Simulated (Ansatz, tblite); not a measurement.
Cost and result up the ladder for the cluster Al₃Sb₃⁺ (the lowest doublet isomer of a short search) (6 atoms). Charge 1, multiplicity 2. Geometry: PBE0-D4/def2-SVP.

| atom | x (Å) | y (Å) | z (Å) |
| --- | --- | --- | --- |
| Al1 | -1.0868 | -1.3300 | 0.0988 |
| Al2 | 1.0639 | -0.0099 | -1.2800 |
| Al3 | -0.0239 | 1.1278 | 1.1707 |
| Sb4 | -2.4318 | 0.3616 | 1.4487 |
| Sb5 | 1.6517 | 2.3595 | -0.3864 |
| Sb6 | 0.8270 | -2.5091 | -1.0519 |

Ansatz on 4 threads of Arm Neoverse N1 on a shared host; xTB runs through tblite on one thread. Times are rough, summed over both states, and most runs start from the orbitals of an earlier one. No level here is sound enough to serve as a yardstick. The other state is a quartet at its own geometry, which has other bonds, so the gap mixes isomer and spin.

In the def2 sets Sb takes a core potential; there is no spin–orbit coupling. The xTB rows come from tblite. The structure comes from a short search, and lower isomers may exist.

Run but left out: HF/STO-3G, HF/def2-SVP, HF/def2-TZVP, MP2/def2-SVP, MP2/def2-TZVP, CCSD/def2-SVP, CCSD(T)/def2-SVP (doublet: ⟨S²⟩ 1.30 to 1.74, where a pure state has 0.75).

xTB has no spin-polarisation term.

```tsv
level	functions	wall time	quartet − doublet (eV)	remarks
GFN1-xTB	54	0.03 s	2.12	–
GFN2-xTB	54	0.07 s	0.59	–
PBE-D4/def2-TZVP	261	29 s	0.29	–
BLYP-D4/def2-TZVP	261	31 s	0.38	–
r2SCAN-D4/def2-TZVP	261	79 s	0.15	spin-contaminated (⟨S²⟩ 0.96) (doublet)
PBE0-D4/def2-TZVP	261	1.8 min	0.21	spin-contaminated (⟨S²⟩ 0.87) (doublet)
B97M-V/def2-TZVP (with forces)	261	2.2 min	0.16	–
```
